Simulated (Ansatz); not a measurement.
The cluster Ga3P2, relaxed as a doublet with UKS PBE0-D4/def2-SVP in Ansatz, starting from the GFN1-xTB geometry. Force threshold 0.02 eV/Å.

The relaxation made no stability test and no search for a lower SCF solution. Another isomer (doublet) lies 0.15 eV lower at PBE0-D4/def2-TZVP; other spin states weren't run for this one.

Start:

```xyz
5

Ga    1.8391    0.3235    1.5058
Ga   -0.2095    2.3256   -1.5668
Ga   -1.7148   -1.6138   -0.6385
P    -0.0694    0.3896   -0.2869
P     0.1546   -1.4249    0.9864
```

```csv
step,energy (eV),largest force component (eV/Å),SCF passes
1,-175659.3592,1.125,20
2,-175659.4295,0.390,22
3,-175659.4374,0.082,24
4,-175659.4381,0.023,18
5,-175659.4390,0.043,23
6,-175659.4405,0.059,22
7,-175659.4433,0.084,23
8,-175659.4485,0.119,23
9,-175659.4590,0.172,23
10,-175659.4811,0.256,23
11,-175659.5230,0.350,24
12,-175659.5599,0.357,27
13,-175659.6009,0.267,27
14,-175659.6136,0.111,24
15,-175659.6253,0.117,28
16,-175659.6299,0.061,25
17,-175659.6325,0.106,26
18,-175659.6326,0.099,27
19,-175659.6339,0.023,25
20,-175659.6341,0.019,26
```

Force components are those of the run's own axes.

End:

```xyz
5

Ga    1.662    0.521    0.821
Ga    0.455    2.079   -1.238
Ga   -1.342   -1.848   -0.891
P    -0.836    0.466    0.143
P     0.061   -1.218    1.165
```

By distances, no bond broke or formed. The bond that changes most is Ga2–P4, from 2.32 to 2.48 Å (atoms count from 1).

No frequencies were taken in this run, so the end may be a saddle point.

It took 78 s on 4 threads of Arm Neoverse V2 on a shared host.
